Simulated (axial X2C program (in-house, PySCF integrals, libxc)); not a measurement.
# GeCl: cheaper levels and CCSD(T), two-component

Computed with an in-house relativistic program for diatomic molecules. Two-component (2c) means X2C with spin–orbit coupling and atomic mean-field two-electron Coulomb and Gaunt terms. Basis: Ge dyall-cv3z [9s9p7d4f1g], Cl dyall-av3z [9s8p3d2f] (cores contracted in-house); Gaussian nuclei, density fitting, unrestricted open shells. Masses: Ge 73.921 u, Cl 34.969 u.

State: Ω = 1/2 (⟨Sz⟩ = -0.50, ⟨Lz⟩ = 1.00 at HF); fragments Ge + Cl.

```
level  Re (Å)  ωe (cm⁻¹)
 PBE0   2.178      399.5
   HF   2.193      394.2
  MP2   2.187      399.9
 CCSD   2.191      396.7
  PBE   2.199      383.7
```

Correlated methods: 11 electrons correlated (number of frozen shells: Ge 3 s, 2 p, 1 d; Cl 2 s, 1 p), 233 virtual spin orbitals or spinors in MP2, 90 natural virtuals in coupled cluster.

CCSD(T), same Hamiltonian and basis:

Re = 2.194 Å, ωe = 394.3 cm⁻¹; T1 = 0.014 (Lee–Taylor normalisation).

Problem. Give the differences from CCSD(T) in the columns below.

Solution. 

```json
{"level": "PBE0", "ΔRe (Å)": "-0.016", "Δωe (cm⁻¹)": "5"}
{"level": "HF", "ΔRe (Å)": "-0.001", "Δωe (cm⁻¹)": "0"}
{"level": "MP2", "ΔRe (Å)": "-0.007", "Δωe (cm⁻¹)": "6"}
{"level": "CCSD", "ΔRe (Å)": "-0.003", "Δωe (cm⁻¹)": "2"}
{"level": "PBE", "ΔRe (Å)": "0.005", "Δωe (cm⁻¹)": "-11"}
```

The state is a single determinant with fixed occupations, the lowest that a limited PBE0 search found. De is not given where an atomic determinant may have missed its ground term or J level, or where the truncated virtual space spoils (T). Density functionals use the spin component along the axis (collinear). Coupled cluster ran in a truncated set of natural virtual spinors; the MP2 energy of the rest was added. (T) has no such correction and the atoms are truncated less, which lowers De at CCSD(T) by a hundredth of an eV or more. The functionals have no current-density term, which raises determinants with orbital currents, atoms included. With the outer-core shells frozen, correlated bond lengths of heavy atoms tend to come out a few hundredths of an ångström too long.
